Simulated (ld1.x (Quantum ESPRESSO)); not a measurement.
# Which setting gave this result? (rubidium (Rb), TM)

Base potential:

| Quantity | Value |
| --- | --- |
| Element | rubidium |
| Generator | ld1.x (Quantum ESPRESSO) 7.5 |
| Type | norm-conserving Troullier–Martins (Kleinman–Bylander form) |
| Functional | LDA (PZ) |
| Relativity | scalar-relativistic |
| Frozen core | [Ar] 3d10 |
| Valence charge | 9 |
| Reference configuration | 4s2 4p6 4d1 5s0 5p0 |
| Partial waves | 4p (bound): rc 1.75 bohr; 4d (bound): rc 4.20 bohr; 4s (bound): rc 2.25 bohr |
| Local potential | the s channel |
| Core correction | Bessel-smoothed model core, default radius (core density twice the valence density) |

Cutoffs, loose and tight: the cutoffs (Ry, on a coarse ladder) from which the occupation-weighted sum of valence levels, in a spherical-Bessel basis at the reference potential, stays within 10 and 1 mRy of its value at 400 Ry. They do not see the model core or the augmentation charge, which bear on the density cutoff. Test errors are all-electron minus pseudo excitation energies from the reference, over the configurations 4s2 4p6 4d0 5s1 5p0; 4s2 4p6 4d0 5s0 5p0; 4s2 4p6 4d0 5s0.5 5p0; 4s2 4p5 4d0 5s1 5p0; 4s2 4p6 4d0 5s0 5p1; 4s2 4p6 4d0.5 5s0.5 5p0; 4s1 4p6 4d0 5s1 5p0 (two spin-polarised tests are not counted in the largest error); variants that change the core or the reference have their own tests.

Only the scale of all radii but the core radius (base = 1) is moved:

| scale of all radii but the core radius (base = 1) | cutoff, loose | cutoff, tight | bound ghosts | largest test error (meV) | median size of the test errors |
| --- | --- | --- | --- | --- | --- |
| 0.75 | 50 Ry | 90 Ry | none | +159 | 27.2 meV |
| 0.86 | 40 Ry | 80 Ry | none | +377 | 75.9 meV |
| 1.03 | 30 Ry | 55 Ry | none | +959 | 207.8 meV |
| 1.09 | 30 Ry | 45 Ry | none | +1183 | 262.9 meV |
| 1.22 | 15 Ry | 30 Ry | none | +1763 | 418.8 meV |
| 1.31 | 15 Ry | 25 Ry | none | +2053 | 505.2 meV |
| 1.37 | 15 Ry | 25 Ry | none | +2131 | 529.2 meV |

Q: One more run gave cutoff, loose: 35 Ry; cutoff, tight: 70 Ry; bound ghosts: none; largest test error (meV): +581; median size of the test errors: 120.7 meV. Which value of the scale of all radii but the core radius (base = 1) was used?

A: 0.93. The median size of the test errors moves one way along this sweep, from 27.2 meV at 0.75 to 529.2 meV at 1.37, which places the run between 0.86 and 1.03.
